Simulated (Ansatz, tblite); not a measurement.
Removing an electron: the cluster Mg2Zn⁻. Charge -1, multiplicity 2. Geometry: PBE0/def2-TZVPD. Ansatz, gas phase; energy differences of separate SCF runs; the oxidised species is a singlet (the triplet lies 1.34 eV higher at PBE0/def2-TZVPD).

Cartesian coordinates in Å:
```
Mg 0.252 -0.022 -1.713
Mg 1.271 -0.035 1.176
Zn -1.523 0.058 0.537
```

The xTB rows come from tblite. The structure comes from a short search, and lower isomers may exist.

```csv
level,−HOMO (eV),vertical IE (eV),−LUMO (eV),HOMO–LUMO gap (eV),remarks
GFN2-xTB,–,-2.13,–,–,–
PBE/def2-TZVPD,-0.92,0.81,-1.36,0.44,"HOMO above zero (-1 doublet), restricted SCF unstable in HF (singlet)"
```

Estimate the rows for r2SCAN/def2-TZVPD, PBE0/def2-TZVPD.


```json
{"level": "r2SCAN/def2-TZVPD", "−HOMO (eV)": "-0.68", "vertical IE (eV)": "0.95", "−LUMO (eV)": "-1.41", "HOMO–LUMO gap (eV)": "0.73", "remarks": "HOMO above zero (-1 doublet), restricted SCF unstable in HF (singlet)"}
{"level": "PBE0/def2-TZVPD", "−HOMO (eV)": "-0.39", "vertical IE (eV)": "0.81", "−LUMO (eV)": "-1.82", "HOMO–LUMO gap (eV)": "1.43", "remarks": "HOMO above zero (-1 doublet), restricted SCF unstable in HF (singlet)"}
```

Run but left out: HF/def2-TZVPPD, MP2/def2-TZVPPD, CCSD/def2-TZVPPD, CCSD(T)/def2-TZVPPD (doublet: ⟨S²⟩ 1.38, where a pure state has 0.75).  A HOMO above zero means that the electron is unbound at that level or that self-interaction error raises the level; the energy of removing that electron tells which. HOMO and LUMO are the levels of the spin that leaves or enters (xTB has no such levels and no spin-polarisation term). Other spin states of the ions may lie lower, which would lower the ionisation energy or raise the affinity. Raw xTB energy differences between charge states are shifted by several eV; the methods need an empirical correction for them.
